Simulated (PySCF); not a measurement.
Start geometry of n-SiGeSiSiSiSiH14, GeH14Si5 from GFN2-xTB (Å):
```
atom  x, y, z in Å
Si1    2.4360   -0.6094   -1.6164
Ge2    1.6682   -1.1455    0.5185
Si3    0.9828    0.4067    2.1553
Si4   -0.7938    1.5398    1.5338
Si5   -2.4380    0.2094    0.3458
Si6   -1.9534   -0.1205   -1.8633
H7     1.7478    0.7124   -2.0198
H8     2.1008   -1.5301   -2.6468
H9     3.8150   -0.2894   -1.6150
H10    0.5310   -2.1320    0.4166
H11    2.6869   -2.1010    1.1314
H12    0.8943   -0.2911    3.4777
H13    2.0944    1.3493    2.3856
H14   -1.5472    2.2005    2.7340
H15   -0.5159    2.6374    0.6897
H16   -2.5411   -1.0233    1.0965
H17   -3.7793    0.8231    0.5021
H18   -0.9222   -1.1315   -1.9967
H19   -1.4463    1.0648   -2.4831
H20   -3.1576   -0.5555   -2.6466
```

Question: What comes out of this run: PBE0-D3(BJ)/def2-SVP geometry optimisation, gas phase (PySCF 2.14.0)?

Answer: 
```
atom  x, y, z in Å
Si1    2.1710   -0.2306   -1.4591
Ge2    1.6182   -1.3821    0.5539
Si3    1.0349    0.2427    2.1987
Si4   -0.6408    1.6193    1.3064
Si5   -2.3402    0.2776    0.3877
Si6   -1.9210   -0.3365   -1.8383
H7     1.1601    0.8406   -1.7183
H8     2.2100   -1.1535   -2.6334
H9     3.5090    0.4166   -1.3000
H10    0.4064   -2.3074    0.3240
H11    2.8053   -2.2484    1.0192
H12    0.5202   -0.4206    3.4381
H13    2.2453    1.0505    2.5507
H14   -1.2180    2.4983    2.3729
H15   -0.0559    2.4941    0.2421
H16   -2.4951   -0.9570    1.2222
H17   -3.6378    1.0258    0.4234
H18   -0.7492   -1.2598   -1.9308
H19   -1.6421    0.8806   -2.6593
H20   -3.1177   -1.0361   -2.4007
```

The energy falls by 0.854 eV over 14 energy and gradient evaluations, the largest force component goes from 0.0637 to 2.5e-04 Eh/bohr, and the atoms move by 0.415 Å rms after alignment. The bond that changes most is Si3–Si4 (ends: silicon bonded to Ge, Si and 2 H; silicon bonded to 2 Si and 2 H), which lengthens by 0.148 Å. Bonds longer at the end by more than 0.005 Å: 14 of 19; shorter: 4. Among the angles that change most is Si1–Ge2–Si3, from 125.5° to 108.1°. Among the dihedrals that turn most is H11–Ge2–Si3–H12, from -37° to -65°. Rotational constants go from 893.7, 559.9, 394.1 to 892.7, 573.1, 429.5 MHz. The orientation of the end geometry is arbitrary; only internal coordinates are fixed.

The run used 192 basis functions and 84 SCF cycles in all. The run took 3.1 min wall, 7.8 min CPU on 2 threads of an AMD EPYC 7R43, shared host with 256 logical CPUs at a one-minute load of 67, and the process peaked at 1.2 GiB of memory.

No frequency check. One conformer, not necessarily the lowest.
